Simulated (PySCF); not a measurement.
Species: C₆H₅N₃.
Bonds: N1–C2 (triple), C2–C3, C3–C4 (aromatic), C4–C5 (aromatic), C5–N6 (aromatic), N6–C7 (aromatic), C7–N8, C7–C9 (aromatic), C3–C9 (aromatic). Hydrogens: H10 on C4; H11 on C5; H12, H13 on N8; H14 on C9.

Computed geometry: GFN2-xTB, gas phase.

Q: What internal coordinates does the optimisation give?

A: 
```
          bond  length (Å)     order
         N1≡C2       1.146    triple
         C2–C3       1.416    single
         C3–C4       1.401  aromatic
         C4–C5       1.382  aromatic
         C5–N6       1.322  aromatic
         N6–C7       1.333  aromatic
         C7–N8       1.358    single
         C7–C9       1.403  aromatic
         C3–C9       1.386  aromatic
        C4–H10       1.078    single
        C5–H11       1.082    single
N8–H12, N8–H13       1.005    single
        C9–H14       1.079    single
```

Bonds in one row agree within 0.01 Å and their mean is given. Orders are formal, as drawn. A selection of angles:
```
    angle  degrees
 N1–C2–C3    179.8
 C2–C3–C4    120.2
 C2–C3–C9    120.2
 C4–C3–C9    119.6
 C3–C4–C5    117.3
 C4–C5–N6    124.0
 C5–N6–C7    118.8
 N6–C7–N8    116.4
 N6–C7–C9    122.3
 N8–C7–C9    121.3
 C3–C9–C7    118.0
H12–N8–C7    119.8
H13–N8–C7    116.8
```

Of the pairs four or more bonds apart, H12···H14 is among the closest relative to their van der Waals radii: 2.47 Å, 103 % of the sum of Bondi's values. N8 (aniline-type nitrogen) has angles 119.8°, 118.3° and 116.8°, sum 354.8°, 0.15 Å off the plane of its three neighbours. The 4 C–N bonds span 1.146 Å (N1≡C2, drawn triple) to 1.358 Å (C7–N8, drawn single), a spread of 0.212 Å. The C–C distances run from 1.382 Å (C4–C5, aromatic) to 1.416 Å (C2–C3, drawn single), a spread of 0.034 Å. The 9 heavy atoms lie in one plane (0.013 Å rms). The 6-membered ring C3–C4–C5–N6–C7–C9 has internal angles of 117.3° to 124.0°; it is planar, 0.00 Å rms from its mean plane, widest ring torsion 1°.

Point group: near Cs, missed by 0.24 Å at most; the miss may be what the optimiser left on a soft mode. No GFN2-xTB frequencies stand behind this structure, so it isn't proved a minimum.
